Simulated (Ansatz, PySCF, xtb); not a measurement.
Complex: H2O (SMILES O) (first 3 atoms) with ClH3Si (SMILES [SiH3]Cl); geometry from B3LYP-D3(BJ)/def2-TZVP.
(charge 0, multiplicity 1):
```xyz
8

O      0.194    -0.243    -0.153
H      1.118    -0.325    -0.410
H      0.136     0.600     0.313
Si    -0.269    -1.063     2.933
Cl     0.009     1.002     2.914
H     -0.498    -1.434     4.345
H      0.958    -1.706     2.434
H     -1.446    -1.390     2.115
```

Counterpoise-corrected where a basis set is named; no monomer relaxation. Rows marked so take none.

Correlated levels freeze the cores. Rows in 6-31G* carry no dispersion term and start afresh at each structure (6-31G* with six Cartesian d functions).

Codes used: Ansatz (a quantum-chemistry and plane-wave program); PySCF for 6-31G* rows; xtb for the GFN methods. 

### Question
What is the computed interaction energy (GFN-FF)?

### Answer
-2.1 kcal/mol
